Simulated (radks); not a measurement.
Task: Coherent X-ray form factor from a spherical all-electron density. Calculated with a radial shooting solver on a logarithmic mesh with Libxc functionals: scalar-relativistic Kohn-Sham, SCAN, spin-polarised, spherical densities, finite nucleus; meta-GGA in the generalised Kohn-Sham scheme; Fermi nuclear charge, rms radius of each element as measured or else 0.836 A^(1/3) + 0.57 fm.

| sin(theta)/lambda (1/angstrom) | f0 (electrons) |
|---|---|
| 0.05 | 9.826 |
| 0.1 | 9.337 |
| 0.15 | 8.620 |
| 0.2 | 7.779 |
| 0.25 | 6.904 |
| 0.3 | 6.063 |
| 0.4 | 4.618 |
| 0.5 | 3.548 |
| 0.6 | 2.807 |
| 0.8 | 1.984 |
| 1 | 1.615 |
| 1.25 | 1.381 |
| 1.5 | 1.217 |
| 2 | 0.927 |

The species is in the configuration that NIST lists as its ground one. Which atom or ion scatters so?

Result: Neutral neon, [Ne]. Extrapolating in s^2 from the first two rows gives f0(0) = 10.0, near the electron count 10; among species with that count, the fall with angle is slower the higher Z, and the table is that of Z = 10; from so few rows the species is fixed only to a neighbour or two.
